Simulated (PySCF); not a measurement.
**Continuum solvent and chemical shifts**

Structure with atom numbers: `[CH2:1]=[C:2]([CH3:3])[P+:4]1([CH3:5])[CH2:6][CH2:7][O:8][CH2:9][CH2:10]1`. Each H is labelled by its parent atom. Ha(C1) is cis to C3; Hb(C1) is trans to C3.

GIAO PBE0/pcSseg-1 in PySCF on one PBE0-D3(BJ)/def2-SVP conformer, non-relativistic, equivalent nuclei averaged. Solvents enter as an IEF-PCM continuum (chloroform with ε = 4.7, acetone with ε = 20.5) around the gas-phase geometry. Shifts are referred to TMS computed in the same medium.

Gas phase, δ in ppm: C1 155.5, C2 132.4, C7/C9 60.4, C6/C10 23.1, C3 21.3, C5 8.6, Ha(C1) 7.27, Hb(C1) 7.05, Hb(C7)/Ha(C9) 4.25, Ha(C7)/Hb(C9) 3.82, Ha(C6)/Ha(C10) 2.44, H(C3) 2.23, Hb(C6)/Hb(C10) 1.96, H(C5) 1.81. Dipole moment 3.11 D.

Question: How does each δ change in the continuum?

Answer: 
| atoms | environment | Δδ, chloroform | Δδ, acetone |
| --- | --- | --- | --- |
| C1 | terminal =CH2 carbon | -2.8 | -4.2 |
| C2 | fully substituted alkene carbon | +4.1 | +5.9 |
| C7/C9 | sp3 CH2 bonded to O | +1.3 | +1.8 |
| C6/C10 | sp3 CH2 bonded to P | +1.0 | +1.3 |
| C3 | allylic methyl carbon | +0.7 | +0.9 |
| C5 | methyl carbon bonded to P | +0.6 | +0.7 |
| Ha(C1) | hydrogen on a terminal =CH2 carbon | -0.19 | -0.27 |
| Hb(C1) | hydrogen on a terminal =CH2 carbon | -0.13 | -0.20 |
| Hb(C7)/Ha(C9) | hydrogen on an sp3 CH2 bonded to O | -0.10 | -0.15 |
| Ha(C7)/Hb(C9) | hydrogen on an sp3 CH2 bonded to O | +0.01 | +0.02 |
| Ha(C6)/Ha(C10) | hydrogen on an sp3 CH2 bonded to P | +0.10 | +0.13 |
| H(C3) | hydrogen on an allylic methyl carbon | -0.02 | -0.02 |
| Hb(C6)/Hb(C10) | hydrogen on an sp3 CH2 bonded to P | +0.22 | +0.32 |
| H(C5) | hydrogen on a methyl carbon bonded to P | +0.06 | +0.08 |

Changes are relative to the gas phase. The dipole moment becomes 3.95 D in chloroform, 4.34 D in acetone.

Question: Which nuclei move most (in ppm), and what does the model miss?

Answer: C2 (fully substituted alkene carbon, +5.9 ppm) in acetone. A continuum only polarises the solute; specific hydrogen bonds, the anisotropy of aromatic solvents and changes of geometry or conformer are outside it, as are counter-ions.
